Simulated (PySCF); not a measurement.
Radial density of P- (phosphorus, charge -1)

UHF, [Ne] 3s2 3p4, high-spin 3P determinant. All numbers are calculated (PySCF 2.14, the non-relativistic Hamiltonian (point nucleus), in aug-cc-pV(Q+d)Z).

```tsv
r (bohr)	4πr²ρ (e/bohr)	4πr²(ρα − ρβ)
0.00163	0.06978	0.0000
0.00275	0.1910	0.0000
0.00462	0.5108	0.0000
0.00777	1.315	0.0000
0.0131	3.175	0.0000
0.0220	6.883	0.0000
0.0370	12.48	0.0010
0.0622	16.88	0.0068
0.105	14.87	0.0312
0.176	10.80	0.0961
0.296	14.78	0.1542
0.498	13.52	0.0506
0.838	3.888	0.0762
1.41	2.486	0.7115
2.37	2.135	0.7969
3.99	0.5599	0.2005
6.71	0.05930	0.0007
11.3	0.001720	-0.0007
```
